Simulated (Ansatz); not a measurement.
C₂H₈InN, SMILES `[CH3][In]([CH3])[NH2]`. The species carries charge 0 and has multiplicity 1. In takes the def2 core potential.

Cartesian coordinates in Å:
```
C 2.0322 0.1408 -0.5884
In -0.0324 0.0643 0.0021
C -1.3191 -1.6014 0.4344
N -0.9178 1.8718 0.1813
H 2.1843 -0.4145 -1.5155
H 2.6640 -0.3086 0.1799
H 2.3453 1.1739 -0.7410
H -1.0298 -2.0624 1.3810
H -2.3552 -1.2699 0.5110
H -1.2460 -2.3605 -0.3459
H -0.4518 2.7524 0.0382
H -1.8736 2.0141 0.4628
```

(1) List the harmonic frequencies (cm⁻¹, unscaled) at PBE0-D4/def2-TZVP in Ansatz. (Best estimate.)

(2) Is this a minimum?

(3) Give the ideal-gas thermochemistry at 298.15 K and 1 bar (rigid rotor, harmonic oscillator; point group C1, symmetry number 1).

(4) Rotational constants (cm⁻¹)?

## Answers

(1) The calculation gave: 27, 40, 91, 106, 128, 175, 383, 492, 525, 596, 623, 667, 710, 716, 740, 1193, 1196, 1449, 1451, 1453, 1455, 1549, 3058, 3060, 3145, 3146, 3157, 3158, 3600, 3708.

(2) Yes, all 30 modes are real.

(3) Zero-point energy 250.0 kJ/mol; H(298) − E = 275.9 kJ/mol; entropy 400.5 J/(mol·K), of which translation 172.2, rotation 110.5, vibration 117.9; G(298) − E = 156.4 kJ/mol. Modes under 100 cm⁻¹ are hindered rotations or soft bends, so the harmonic entropy is rough.

(4) 0.1654, 0.1306, 0.07503.
